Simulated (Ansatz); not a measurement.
C₂H₃BCl₂O. The species carries charge 0 and has multiplicity 1. The bonds changed during the relaxation, so this is another structure than the one it started from.

| atom | x (Å) | y (Å) | z (Å) |
| --- | --- | --- | --- |
| Cl1 | -2.399 | 0.146 | -1.395 |
| C2 | -0.967 | -0.043 | -0.539 |
| Cl3 | 0.779 | 2.279 | -0.211 |
| B4 | 0.041 | 0.745 | 0.429 |
| C5 | 0.816 | -0.691 | 0.214 |
| O6 | -0.397 | -1.180 | -0.568 |
| H7 | -0.480 | 0.850 | 1.514 |
| H8 | 0.957 | -1.384 | 1.041 |
| H9 | 1.650 | -0.722 | -0.485 |

List the harmonic frequencies (cm⁻¹, unscaled) at PBE0-D4/def2-TZVP in Ansatz. (An estimate is asked.)

Computed: 94, 126, 246, 351, 492, 499, 645, 781, 825, 852, 895, 961, 1018, 1133, 1155, 1236, 1438, 1520, 2511, 3114, 3196.

Is this a minimum?

Yes, all 21 modes are real.

Give the ideal-gas thermochemistry at 298.15 K and 1 bar (rigid rotor, harmonic oscillator; point group C1, symmetry number 1).

Zero-point energy 138.1 kJ/mol; H(298) − E = 156.7 kJ/mol; entropy 339.2 J/(mol·K), of which translation 169.0, rotation 118.7, vibration 51.5; G(298) − E = 55.5 kJ/mol. Modes under 100 cm⁻¹ are hindered rotations or soft bends, so the harmonic entropy is rough.

Rotational constants (cm⁻¹)?

0.1161, 0.05162, 0.03746.
